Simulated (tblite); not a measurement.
C7H10F (doublet state).
Numbering: `[CH3:1][C:2]1=[CH:3][C@@H:4]([CH2:5][F:6])[CH:7][CH2:8]1` (hydrogens: H9, H10, H11 on C1; H12 on C3; H13 on C4; H14, H15 on C5; H16 on C7; H17, H18 on C8)

Structure used (GFN2-xTB), in Å, numbered top down from 1:
```
atom  x, y, z in Å
C1    -2.466    0.697   -0.215
C2    -1.052    0.235   -0.281
C3     0.051    0.957   -0.131
C4     1.300    0.129   -0.266
C5     2.179    0.170    0.998
F6     2.777    1.398    1.134
C7     0.758   -1.224   -0.538
C8    -0.722   -1.209   -0.556
H9    -3.005    0.155    0.562
H10   -2.515    1.761    0.000
H11   -2.970    0.506   -1.162
H12    0.102    2.011    0.074
H13    1.935    0.503   -1.086
H14    1.579    0.005    1.898
H15    2.984   -0.570    0.937
H16    1.359   -2.103   -0.663
H17   -1.164   -1.877    0.197
H18   -1.135   -1.536   -1.521
```

Computed geometry: GFN2-xTB, gas phase. This method treats the open shell by occupation alone, without spin polarisation.

Masses are those of the commonest isotopes; rigid-rotor values at the optimised geometry. The values belong to one conformer with, in the numbering `[CH3:1][C:2]1=[CH:3][C@@H:4]([CH2:5][F:6])[CH:7][CH2:8]1`, C3–C4–C5–F6 -71°.

(1) What are A, B and C (MHz)?

(2) What kind of rotor is it?

(3) What does the inertial defect say?

(4) List the rotational levels J(Ka,Kc) to J = 4 (MHz).

(5) Estimate the classical rotational partition function at 100 K, 200 K and 500 K.

Answers

(1) Ia = 123.00, Ib = 398.56, Ic = 488.66 u·Å²; 505379 MHz·u·Å²/I gives A = 4109, B = 1268, C = 1034 MHz.

(2) An asymmetric top. Ray's parameter κ = (2B − A − C)/(A − C) = -0.848; −1 is the prolate and +1 the oblate limit.

(3) Not planar: Δ = Ic − Ia − Ib = -32.90 u·Å². For a rigid frame Δ = −2 Σ m c², so Σ m c² = 16.45 u·Å² lies off the ab plane: 8.41 from hydrogen and 8.04 from heavier atoms. The atom farthest from that plane is 1.49 Å away.

(4) Above 0(0,0):
J = 1: 1(0,1) 2302, 1(1,1) 5143, 1(1,0) 5377
J = 2: 2(0,2) 6893, 2(1,2) 9514, 2(1,1) 10215, 2(2,1) 18738, 2(2,0) 18751
J = 3: 3(0,3) 13745, 3(1,3) 16061, 3(1,2) 17464, 3(2,2) 25644, 3(2,1) 25713, 3(3,1) 40441, 3(3,0) 40442
J = 4: 4(0,4) 22818, 4(1,4) 24777, 4(1,3) 27111, 4(2,3) 34843, 4(2,2) 35047, 4(3,2) 49677, 4(3,1) 49680, 4(4,1) 70357, 4(4,0) 70357

(5) Point group C1, symmetry number σ = 1; q = (√π/σ)·√((kT/h)³/(ABC)), k/h = 20836.6 MHz/K: 72600 at 100 K, 205000 at 200 K, 812000 at 500 K.

For this open shell read J as N, the rotation without spin; fine and hyperfine splittings come on top. Its GFN2-xTB frequencies are all real (lowest 67 cm⁻¹). No vibrational averaging or centrifugal distortion is included, and the geometry carries the error of its method.

Hardware: one thread, Arm Neoverse V1 (aarch64), no GPU (shared host). Cost: 0.19 s. That covers the optimisation of the geometry.
